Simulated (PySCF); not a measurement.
C3H7BFN. Atoms are numbered in the order given.

```xyz
13

C      1.3392    -1.3646     0.0000
C      0.1251    -0.7881     0.0000
C     -1.1423    -1.6087     0.0000
B      0.0263     0.7779     0.0000
N     -1.1964     1.4625     0.0000
F      1.1558     1.5157     0.0000
H      2.2509    -0.7604     0.0000
H      1.4680    -2.4536     0.0000
H     -1.7637    -1.3837     0.8851
H     -1.7637    -1.3837    -0.8851
H     -0.9385    -2.6907     0.0000
H     -2.0945     0.9980     0.0000
H     -1.2497     2.4743     0.0000
```

Coordinates come from a B3LYP-D3(BJ)/def2-SVP optimisation. This is a generated structure with no PubChem entry under its InChIKey; it may be hypothetical. The values are those of a single conformer.

Computed with B3LYP/def2-TZVP run with PySCF.

Symmetry labels are those of the subgroup Cs that the program uses (full group Cs).

Q: List the valence orbital energies around the gap with their symmetry. (Estimate from the structure and the level; the computed values follow.)

A: 
```json
[
 {"orbital": "HOMO−7", "symmetry": "A\"", "energy (eV)": "-11.97"},
 {"orbital": "HOMO−6", "symmetry": "A'", "energy (eV)": "-11.36"},
 {"orbital": "HOMO−5", "symmetry": "A\"", "energy (eV)": "-11.31"},
 {"orbital": "HOMO−4", "symmetry": "A'", "energy (eV)": "-11.01"},
 {"orbital": "HOMO−3", "symmetry": "A'", "energy (eV)": "-9.94"},
 {"orbital": "HOMO−2", "symmetry": "A'", "energy (eV)": "-8.74"},
 {"orbital": "HOMO−1", "symmetry": "A\"", "energy (eV)": "-8.23"},
 {"orbital": "HOMO", "symmetry": "A\"", "energy (eV)": "-7.15"},
 {"orbital": "LUMO", "symmetry": "A\"", "energy (eV)": "-0.73"},
 {"orbital": "LUMO+1", "symmetry": "A'", "energy (eV)": "0.44"},
 {"orbital": "LUMO+2", "symmetry": "A'", "energy (eV)": "1.52"},
 {"orbital": "LUMO+3", "symmetry": "A'", "energy (eV)": "1.99"}
]
```
